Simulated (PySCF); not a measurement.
# Shifts of the heteroatoms

Bonds (- single, = double, # triple, : aromatic): C1-C2 1.505 Å, C2=O3 1.208 Å, C2-O4 1.319 Å, O4-Si5 1.680 Å, Si5-O6 1.611 Å. C1 carries H7, H8, H9; Si5 carries H10, H11; O6 carries H12.

PySCF calculation with PBE0/pcSseg-1 with gauge-including orbitals and coordinates at the GFN2-xTB level; equivalent nuclei averaged, no relativistic terms, no solvent model, one conformer.

**Question.** What are the 29Si shifts?

**Answer.** 
```tsv
atoms	environment	σ (ppm)	δ (ppm)
Si5	silicon bonded to 2 O, 2 H	371.4	-25.3
```

Shieldings were converted by a linear fit to measured shifts: 29Si (scatter 8.9 ppm rms, 25.8 ppm with the 6 outliers that the fit left out vs TMS, solution or neat liquid). Occasional misses reach two or three times the rms, and more in compound classes unlike the fitted ones.

On a 300 MHz spectrometer 29Si resonates near 59.6 MHz, so 1 ppm is 59.6 Hz.

**Question.** Where does 17O resonate?

**Answer.** 
```tsv
atoms	environment	σ (ppm)	δ (ppm)
O3	carbonyl oxygen	-104.0	361.4
O4	oxygen bonded to C, Si	118.4	158.8
O6	oxygen bonded to Si, H	296.6	-3.4
```

Shieldings were converted by a linear fit to measured shifts: 17O (scatter 10.7 ppm rms, 12.2 ppm with the 3 outliers that the fit left out vs liquid water, solution or neat liquid). A few per cent of atoms miss by over 2 rms, more outside the fitted compound classes.

On a 600 MHz spectrometer 17O resonates near 81.3 MHz, so 1 ppm is 81.3 Hz.
